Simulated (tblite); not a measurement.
Compound: C3H9FSeSi2.
SMILES with atom numbers: `[F:1][Si@@H:2]([Se:3][SiH3:4])[CH:5]1[CH2:6][CH2:7]1` (hydrogens: H8 on Si2; H9, H10, H11 on Si4; H12 on C5; H13, H14 on C6; H15, H16 on C7)

Computed with GFN2-xTB (tblite), gas phase: L-BFGS steps from a force-field or distance-geometry start until the largest atomic force falls under 0.01 eV/Å.

Geometry at step 0:
```
atom  x, y, z in Å
F1      0.8679   -0.7926    2.1902
Si2     0.2033    0.0280    0.8575
Se3     1.4590   -0.5224   -0.9391
Si4     3.6250   -0.0992   -0.3580
C5     -1.5765   -0.4011    0.7526
C6     -2.3099   -0.4763   -0.5604
C7     -2.4391    0.7775    0.2942
H8      0.3304    1.4842    1.0798
H9      3.6922    1.3020    0.0835
H10     4.5600   -0.4196   -1.4158
H11     3.8720   -0.8993    0.8752
H12    -1.9744   -1.0208    1.5891
H13    -3.2377   -1.0999   -0.4961
H14    -1.7700   -0.4270   -1.5208
H15    -1.9523    1.6803   -0.1117
H16    -3.3577    0.8952    0.9359
```

**Question.** Give the atomic forces at this geometry.

**Answer.** 
| atom | Fx (eV/Å) | Fy (eV/Å) | Fz (eV/Å) |
| --- | --- | --- | --- |
| F1 | -0.673 | 0.925 | -1.277 |
| Si2 | 1.561 | -0.237 | 1.366 |
| Se3 | -0.037 | -0.159 | -0.481 |
| Si4 | 0.113 | 0.016 | 1.231 |
| C5 | -0.842 | -0.060 | 0.083 |
| C6 | -1.184 | 0.179 | 0.773 |
| C7 | -0.371 | -0.797 | 0.231 |
| H8 | 0.199 | -0.392 | 0.161 |
| H9 | -0.011 | -0.085 | -0.227 |
| H10 | -0.140 | -0.049 | -0.206 |
| H11 | -0.041 | 0.164 | -0.502 |
| H12 | 0.244 | 0.575 | -0.763 |
| H13 | 1.118 | 0.364 | -0.607 |
| H14 | -0.444 | -0.121 | 0.769 |
| H15 | -0.466 | -0.552 | 0.633 |
| H16 | 0.975 | 0.230 | -1.183 |

The largest, 2.09 eV/Å, acts on Si2; the rms over all components is 0.648 eV/Å. The forces sum to zero within rounding, as they must for an isolated molecule in no field.

**Question.** Give the force on Si2 in Eh/bohr and in nN.

**Answer.** 2.088 eV/Å ÷ 51.422 = 0.04060 Eh/bohr, and 2.088 eV/Å × 1.602 = 3.35 nN.

**Question.** How far is this geometry from the end of the optimisation?

**Answer.** 0.487 eV above it, and 0.351 Å rms away after alignment. The bonds farthest from their final lengths, with half the difference of the two atoms' forces along the bond (positive lengthens):

| bond | now (Å) | final (Å) | force along bond (eV/Å) |
| --- | --- | --- | --- |
| F1–Si2 | 1.700 | 1.617 | -1.75 |
| C7–H16 | 1.127 | 1.080 | -0.90 |
| C6–H13 | 1.120 | 1.080 | -1.04 |
| Si2–C5 | 1.834 | 1.874 | +1.18 |
| Si4–H11 | 1.491 | 1.455 | -0.77 |
| C6–C7 | 1.523 | 1.488 | -0.59 |

The angle farthest from its final value is Se3–Si4–H10, 112.7° against 103.3°.

Of the 6 listed bonds off by 0.010 Å or more, this force points towards the final length in 6.

The cost below is that of the whole relaxation. The run took 0.86 s wall on an Arm Neoverse V1 with one thread, on a shared host.
